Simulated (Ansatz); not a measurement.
`O[SiH]([SiH3])Cl` + `O[SiH3]` → `O[SiH]([SiH3])O[SiH3]` + HCl at 298.15 K and 1 bar (ligand exchange at the Si–Cl bond).

Isolated molecules relaxed with PBE0-D4/def2-TZVP in Ansatz; ΔE leaves out vibrations. CCSD(T)/CBS is the MP2 limit (def2-TZVPP, def2-QZVPP) plus CCSD(T) − MP2 in def2-TZVPP, frozen cores. This one scheme is used for every species. One conformer a species, not always the lowest.

```json
{"species": "`O[SiH]([SiH3])Cl`", "CCSD(T)/CBS energy (Eh)": "-1116.20942", "H − E (kJ/mol)": "151.6", "S (J/(mol·K))": "352.2"}
{"species": "`O[SiH3]`", "CCSD(T)/CBS energy (Eh)": "-366.69042", "H − E (kJ/mol)": "113.6", "S (J/(mol·K))": "257.8"}
{"species": "`O[SiH]([SiH3])O[SiH3]`", "CCSD(T)/CBS energy (Eh)": "-1022.52413", "H − E (kJ/mol)": "233.6", "S (J/(mol·K))": "420.1"}
{"species": "HCl", "CCSD(T)/CBS energy (Eh)": "-460.38127", "H − E (kJ/mol)": "26.6", "S (J/(mol·K))": "186.8"}
```

H − E and S are ideal-gas, rigid-rotor, harmonic terms from PBE0-D4/def2-TZVP, for one conformer and one mirror image of each species. 1 Eh = 2625.50 kJ/mol, R = 8.31446 J/(mol·K).

Question: By hand: ΔE, ΔH, ΔS and ΔG.

Answer: ΔE = (-1022.52413) + (-460.38127) − (-1116.20942) − (-366.69042) = -0.00556 Eh = -14.6 kJ/mol. Δ(H − E) = 233.6 + 26.6 − 151.6 − 113.6 = -5.0, so ΔH = -19.6 kJ/mol. ΔS = 420.1 + 186.8 − 352.2 − 257.8 = -3.1 J/(mol·K). ΔG = -19.6 − 298.15 × (-3.1)/1000 = -18.7 kJ/mol.

Question: By hand: the equilibrium constant, and the temperature at which ΔG would vanish if ΔH and ΔS stayed fixed.

Answer: log₁₀ K = −ΔG/(RT ln 10) = 3.3. ΔG = 0 at ΔH/ΔS = 6323 K, far beyond where these terms or the molecules hold.

The number of gas molecules stays the same, so ΔS is small and ΔH decides. A doubt of 5 kJ/mol in ΔE shifts log₁₀ K by 0.9 here. Other conformers and mirror images would add mixing entropy, several J/(mol·K) or more a flexible species. Modes under 60 cm⁻¹, often nearly free rotors, make the harmonic entropy too high. These are equilibria of isolated gas molecules and say nothing of rates. Largest T1 diagnostic: 0.013 (customary marks: 0.02 for closed shells, 0.045 for open ones).
